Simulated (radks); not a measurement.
Spherical quantum dot in the effective-mass picture: electrons in a parabolic well V = omega^2 r^2 / 2 with omega = 0.713, with a point charge +1 (a donor) at the centre, all in effective atomic units (hartree* = m*/eps^2 hartree, bohr* = eps/m* bohr), one dielectric constant everywhere. Calculated with a radial shooting solver with Libxc functionals: non-relativistic Kohn-Sham, PBE, spin-polarised, spherical densities. Levels are named by radial order and angular momentum (1s, 1p, 1d, 2s, ...), and open shells are averaged over m.

N = 3, configuration 1s2 1p(up 1, down 0). This is the lowest configuration that the search found. Occupied and some empty levels:

level    occupation  eigenvalue (hartree*)  <r> (bohr*)
1s up             1                 1.5305        1.177
1s down           1                 1.5799        1.150
1p up             1                 2.3909        1.798
1p down           0                 2.4697        1.801
2s up             0                 2.8877        1.947
2s down           0                 2.9346        1.966
1d up             0                 3.0890        2.177
1d down           0                 3.1635        2.192
1f up             0                 3.7766        2.489
1f down           0                 3.8419        2.502

Energy (hartree*): total 2.87766, kinetic 2.3384, external -1.2551, Hartree 2.9677, exchange-correlation -1.1734.
